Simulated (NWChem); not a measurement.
System: CH$_{3}$FO$_{2}$Si$_{2}$; SMILES O=C1[SiH2]O[Si@@H]1F

Excerpt of the output:

```
             Northwest Computational Chemistry Package (NWChem) 7.3.0
             --------------------------------------------------------

                             Geometry "geometry" -> ""
                             -------------------------

 Output coordinates in angstroms (scale by  1.889725989 to convert to a.u.)

  No.       Tag          Charge          X              Y              Z
 ---- ---------------- ---------- -------------- -------------- --------------
    1 O                    8.0000    -2.09296700    -1.08670100     0.01420300
    2 C                    6.0000    -0.96727600    -0.66454600    -0.01704200
    3 Si                  14.0000     0.87603000    -1.36066600     0.24296600
    4 O                    8.0000     1.36225200     0.19496900    -0.22868900
    5 Si                  14.0000    -0.06148300     1.04405700    -0.44406200
    6 F                    9.0000    -0.23659800     2.19706300     0.66597900
    7 H                    1.0000     1.30906500    -1.69167300     1.62460100
    8 H                    1.0000     1.34318300    -2.39655100    -0.71315700
    9 H                    1.0000    -0.14264800     1.70006200    -1.77117500

 Effective nuclear repulsion energy (a.u.)     363.4789632661

                              NWChem Property Module
                              ----------------------

  itol2e modified to match energy
  convergence criterion.

                                 NWChem DFT Module
                                 -----------------

 Summary of "ao basis" -> "ao basis" (spherical)
 ------------------------------------------------------------------------------
       Tag                 Description            Shells   Functions and Types
 ---------------- ------------------------------  ------  ---------------------
 O                          pcsseg-1                 7       17   3s3p1d
 C                          pcsseg-1                 7       17   3s3p1d
 Si                         pcsseg-1                10       24   4s5p1d
 F                          pcsseg-1                 7       17   3s3p1d
 H                          pcsseg-1                 3        5   2s1p

  itol2e modified to match energy
  convergence criterion.

            General Information
            -------------------
          SCF calculation type: DFT
          Wavefunction type:  closed shell.
          No. of atoms     :     9
          No. of electrons :    62
           Alpha electrons :    31
            Beta electrons :    31
          Charge           :     0
          Spin multiplicity:     1
          Use of symmetry is: off; symmetry adaption is: off
          Maximum number of iterations: 150
          AO basis - number of functions:   131
                     number of shells:    57
          Convergence on energy requested:  1.00D-07
          Convergence on density requested:  1.00D-05
          Convergence on gradient requested:  5.00D-04

              XC Information
              --------------
                         PBE0 Method XC Functional
                     Hartree-Fock (Exact) Exchange  0.250
          PerdewBurkeErnzerhof Exchange Functional  0.750
            Perdew 1991 LDA Correlation Functional  1.000 local
           PerdewBurkeErnz. Correlation Functional  1.000 non-local

             Grid Information
             ----------------
          Grid used for XC integration:  fine
          Radial quadrature: Mura-Knowles
          Angular quadrature: Lebedev.
          Tag              B.-S. Rad. Rad. Pts. Rad. Cut. Ang. Pts.
          ---              ---------- --------- --------- ---------
          O                   0.60       70          11.0       590
          C                   0.70       70          10.0       590
          Si                  1.10      123          11.0       770
          F                   0.50       70          13.0       590
          H                   0.35       60          13.0       590
          Grid pruning is: on
          Number of quadrature shells:   706
          Spatial weights used:  Erf1

[...]

          -----------------------------------------
          Chemical Shielding Tensors (GIAO, in ppm)
          -----------------------------------------

                                NWChem CPHF Module
                                ------------------

  scftype          =     RHF
  nclosed          =       31
  nopen            =        0
  variables        =     3100
  # of vectors     =        3
  tolerance        = 0.10D-03
  level shift      = 0.00D+00
  max iterations   =       50
  max subspace     =       30

 SCF residual:    1.9567347600154281E-004

Iterative solution of linear equations
  No. of variables     3100
  No. of equations        3
  Maximum subspace       30
        Iterations       50
       Convergence  1.0D-04

   iter   nsub   residual    time
   ----  ------  --------  ---------
     1      3    1.47D+00      65.0
     2      6    3.66D-01      71.2
     3      9    1.88D-02      77.3
     4     12    2.75D-03      83.9
     5     15    1.49D-04      90.1
     6     18    6.02D-06      96.2

      Atom:    1  O
        Diamagnetic
    415.9795      9.7580     -1.4572
      9.7580    394.6996      1.4924
     -1.4572      1.4924    397.0864

        Paramagnetic
  -2414.4064   -650.8113     29.0267
   -650.8113  -1124.6074    234.0198
     29.0267    234.0198   -178.9884

        Total Shielding Tensor
  -1998.4269   -641.0533     27.5695
   -641.0533   -729.9079    235.5123
     27.5695    235.5123    218.0979

           isotropic =    -836.7456
          anisotropy =   -2152.0315

          Principal Components and Axis System
                 1           2           3
            -2271.4333   -519.6956    280.8921

      1         0.9198     -0.3875     -0.0626
      2         0.3897      0.8823      0.2640
      3        -0.0470     -0.2672      0.9625

      Atom:    2  C
        Diamagnetic
    270.7354      6.2103      0.2552
      6.2103    254.7969     -3.6113
      0.2552     -3.6113    239.4058

        Paramagnetic
   -508.2838    -71.9855      1.7720
    -71.9855   -376.0247     39.5696
      1.7720     39.5696   -225.0152

        Total Shielding Tensor
   -237.5483    -65.7753      2.0272
    -65.7753   -121.2278     35.9583
      2.0272     35.9583     14.3906

           isotropic =    -114.7952
          anisotropy =    -230.0879

          Principal Components and Axis System
                 1           2           3
             -268.1871   -100.3569     24.1585

      1         0.9056     -0.4201     -0.0591
      2         0.4200      0.8681      0.2648
      3        -0.0599     -0.2646      0.9625

      Atom:    3  Si
        Diamagnetic
    880.1096     -0.2796      0.1138
     -0.2796    883.4841     -2.7877
      0.1138     -2.7877    874.0707

        Paramagnetic
   -518.9030     91.0204    -28.2268
     91.0204   -473.6825    -37.1016
    -28.2268    -37.1016   -563.9585

        Total Shielding Tensor
    361.2066     90.7408    -28.1131
     90.7408    409.8016    -39.8893
    -28.1131    -39.8893    310.1122

           isotropic =     360.3735
          anisotropy =     198.1602

          Principal Components and Axis System
                 1           2           3
              492.4803    297.6758    290.9643

      1         0.5861      0.3879      0.7113
      2         0.7679      0.0139     -0.6404
      3        -0.2583      0.9216     -0.2897

      Atom:    4  O
        Diamagnetic
    399.5388     -5.7077      1.4178
     -5.7077    407.8838     -8.4391
      1.4178     -8.4391    381.0240

        Paramagnetic
   -186.8023    -15.7938     15.6537
    -15.7938   -280.4553     79.2180
     15.6537     79.2180   -126.4293

        Total Shielding Tensor
    212.7365    -21.5015     17.0715
    -21.5015    127.4284     70.7789
     17.0715     70.7789    254.5947

           isotropic =     198.2532
          anisotropy =     132.8499

          Principal Components and Axis System
                 1           2           3
              286.8199    217.8488     90.0910

      1         0.0967      0.9724      0.2123
      2         0.3930     -0.2332      0.8895
      3         0.9144     -0.0025     -0.4047

      Atom:    5  Si
        Diamagnetic
    878.4446     -1.9137     -0.1457
     -1.9137    882.8598      1.3850
     -0.1457      1.3850    874.2297

        Paramagnetic
   -405.1118    -30.3443     20.3403
    -30.3443   -564.2549    -15.6310
     20.3403    -15.6310   -568.8053

        Total Shielding Tensor
    473.3328    -32.2581     20.1945
    -32.2581    318.6049    -14.2461
     20.1945    -14.2461    305.4244

           isotropic =     365.7874
          anisotropy =     175.3377

          Principal Components and Axis System
                 1           2           3
              482.6791    318.3658    296.3171

      1         0.9711      0.2385      0.0027
      2        -0.2019      0.8162      0.5414
      3         0.1269     -0.5263      0.8408

      Atom:    6  F
        Diamagnetic
    463.6024     -2.6115     -2.2889
     -2.6115    479.7090     15.1087
     -2.2889     15.1087    472.9416

        Paramagnetic
   -116.6465    -34.4592     -1.7176
    -34.4592   -181.3180     35.1425
     -1.7176     35.1425   -170.3555

        Total Shielding Tensor
    346.9559    -37.0707     -4.0065
    -37.0707    298.3909     50.2512
     -4.0065     50.2512    302.5860

           isotropic =     315.9776
          anisotropy =      95.5003

          Principal Components and Axis System
                 1           2           3
              379.6445    324.1379    244.1504

      1         0.7048      0.6662      0.2438
      2        -0.5769      0.3382      0.7435
      3        -0.4128      0.6647     -0.6227

      Atom:    7  H
        Diamagnetic
     24.5581     -1.8467      4.6260
     -1.8467     24.8737     -4.9937
      4.6260     -4.9937     34.3071

[...]
```

Level: PBE0/pcSseg-1, GIAO. The geometry was optimised at B3LYP/6-31G* (spherical d). The printed shielding anisotropy is the first printed principal value minus the mean of the other two.

Q: Which NWChem input produces such a log?

A: This is not unique; one that fits is the input that was run:
```
start job
memory heap 200 mb stack 900 mb global 1100 mb
geometry units angstroms noautosym nocenter noautoz
  O     -2.092967    -1.086701     0.014203
  C     -0.967276    -0.664546    -0.017042
  Si     0.876030    -1.360666     0.242966
  O      1.362252     0.194969    -0.228689
  Si    -0.061483     1.044057    -0.444062
  F     -0.236598     2.197063     0.665979
  H      1.309065    -1.691673     1.624601
  H      1.343183    -2.396551    -0.713157
  H     -0.142648     1.700062    -1.771175
end
basis spherical
  * library pcsseg-1
end
dft
  xc pbe0
  iterations 150
end
property
  shielding
end
task dft property
```
